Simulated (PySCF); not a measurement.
UHF on Os (osmium, neutral)

Configuration: [Xe] 4f14 5d7 6s1, high-spin 5F determinant (an excited configuration). All numbers are calculated (PySCF 2.14, the spin-free X2C one-electron Hamiltonian (Gaussian nucleus), in x2c-TZVPPall (11s7p7d3f1g, 97 functions)).

- Total energy: -17249.992755 hartree
- One-electron energy: -23672.5207 hartree
- Hartree (Coulomb) energy: 6762.1322 hartree
- Exchange energy: -339.6043 hartree
- ⟨S²⟩: 6.0058
- ⟨L²⟩: 12.045
- Sum of ⟨r⟩: 45.41 bohr
- Sum of ⟨r²⟩: 63.27 bohr²
- Langevin diamagnetic susceptibility: -50.1 ×10⁻⁶ cm³/mol

```csv
shell,electrons,mean orbital energy (eV),spread (eV),"rms radius, mean of both spins (bohr)"
1s α,1,-74267.2,0,0.0201
1s β,1,-74267.2,0,0.0201
2s α,1,-13076.8,0,0.0809
2s β,1,-13076.5,0,0.0809
2p α,3,-11423.8,0,0.0739
2p β,3,-11423.5,0,0.0739
3s α,1,-3106.2,0,0.207
3s β,1,-3106.1,0,0.207
3p α,3,-2610.4,0,0.209
3p β,3,-2610.3,0,0.209
3d α,5,-2034.8,0.081,0.191
3d β,5,-2034.5,0.257,0.191
4s α,1,-687.85,0,0.459
4s β,1,-687.43,0,0.459
4p α,3,-521.65,0,0.488
4p β,3,-521.28,0,0.488
4d α,5,-307.43,0.233,0.526
4d β,5,-306.87,0.562,0.526
5s α,1,-106.90,0,1.09
5s β,1,-103.43,0,1.09
4f α,7,-68.703,0.306,0.612
4f β,7,-68.304,0.111,0.612
5p α,3,-62.475,0,1.26
5p β,3,-57.456,0,1.26
5d α,5,-10.332,0.925,2.04
6s α,1,-7.982,0,3.43
5d β,2,-7.786,0,2.04
```

Spin-orbit coupling, absent here, splits the open shell strongly.

Densities and radii are taken from the X2C orbitals without a picture-change correction, which distorts them close to the nucleus.

Spin-orbit constants ζ (cm⁻¹) from the X2C one-electron operator on these orbitals: bare nucleus, nucleus screened by l(l+1)(2l+1)/3 electrons, and screened by the Breit-Pauli mean field of the electrons.

| shell | bare | screened nucleus | mean field |
| --- | --- | --- | --- |
| 2p | 7687000 | 7485000 | n/a |
| 3p | 1693000 | 1649000 | n/a |
| 3d | 264000 | 229200 | n/a |
| 4p | 393400 | 383100 | n/a |
| 4d | 53570 | 46520 | n/a |
| 4f | 9969 | 6296 | n/a |
| 5p | 55590 | 54130 | n/a |
| 5d | 3656 | 3175 | n/a |

To first order the Landé constant is A = -793.8 cm⁻¹, so the lowest level has J = 5 and lies 0.590 eV below the centre of the term. This holds in LS coupling only.
